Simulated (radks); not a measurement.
Trend from Rb3+ to Xe3+: ionisation energy by Delta-SCF between NIST ground configurations, and size. All-electron calculation, scalar-relativistic Kohn-Sham, BLYP, spin-unpolarised, spherical densities, finite nucleus; Fermi nuclear charge, rms radius of each element as measured or else 0.836 A^(1/3) + 0.57 fm. Program: a radial shooting solver on a logarithmic mesh with Libxc functionals.

\begin{tabular}{lrrrrrrrr}
species & configuration & IE (eV) & NIST (eV) & kind & -e(HOMO) (eV) & outermost & <r> outermost (bohr) & r at 0.001 e/bohr^3 (bohr) \\ \hline
Rb3+ & [Ar] 3d10 4s2 4p4 & 53.428 & 52.2 & semi-emp. & 46.586 (4p) & 4p & 1.57 & 3.22 \\
Sr3+ & [Ar] 3d10 4s2 4p5 & 57.149 & 56.280 & semi-emp. & 49.988 (4p) & 4p & 1.49 & 3.17 \\
Zr3+ & [Kr] 4d1 & 34.148 & 34.418 & exp. & 28.130 (4d) & 4d & 1.85 & 3.26 \\
Nb3+ & [Kr] 4d2 & 36.809 & 37.61 & exp. & 30.506 (4d) & 4d & 1.72 & 3.32 \\
Mo3+ & [Kr] 4d3 & 39.392 & 40.3 & semi-emp. & 32.804 (4d) & 4d & 1.62 & 3.31 \\
Tc3+ & [Kr] 4d4 & 41.913 & 41 & theory & 35.043 (4d) & 4d & 1.53 & 3.28 \\
Ru3+ & [Kr] 4d5 & 44.383 & 45 & theory & 37.236 (4d) & 4d & 1.44 & 3.24 \\
Rh3+ & [Kr] 4d6 & 46.812 & 42 & theory & 39.390 (4d) & 4d & 1.37 & 3.20 \\
Pd3+ & [Kr] 4d7 & 49.208 & 46 & theory & 41.515 (4d) & 4d & 1.31 & 3.14 \\
Ag3+ & [Kr] 4d8 & 51.575 & 49 & theory & 43.615 (4d) & 4d & 1.25 & 3.09 \\
Cd3+ & [Kr] 4d9 & 53.919 & 51 & theory & 45.695 (4d) & 4d & 1.20 & 3.04 \\
In3+ & [Kr] 4d10 & 56.244 & 55.45 & exp. & 47.758 (4d) & 4d & 1.15 & 2.99 \\
Sn3+ & [Kr] 4d10 5s1 & 41.375 & 40.74 & exp. & 36.142 (5s) & 5s & 2.12 & 3.33 \\
Sb3+ & [Kr] 4d10 5s2 & 44.440 & 43.80 & exp. & 38.991 (5s) & 5s & 2.03 & 3.45 \\
Te3+ & [Kr] 4d10 5s2 5p1 & 36.564 & 37.416 & exp. & 31.621 (5p) & 5p & 2.24 & 3.62 \\
I3+ & [Kr] 4d10 5s2 5p2 & 39.403 & 40.36 & exp. & 34.223 (5p) & 5p & 2.12 & 3.66 \\
Xe3+ & [Kr] 4d10 5s2 5p3 & 42.216 & 42.2 & exp. & 36.804 (5p) & 5p & 2.01 & 3.65 \\
\end{tabular}

Reference values: NIST Atomic Spectra Database (exp. = measured, semi-emp. = semi-empirical, theory = theoretical value adopted there). Spin polarisation and multiplet splitting are left out, so open shells lie too high by an amount that depends on their filling. Spin-orbit splitting is averaged out at the scalar-relativistic level.

Beside tabulated values, note that spin-unpolarised runs miss the spin-polarisation part of the exchange energy of open shells.
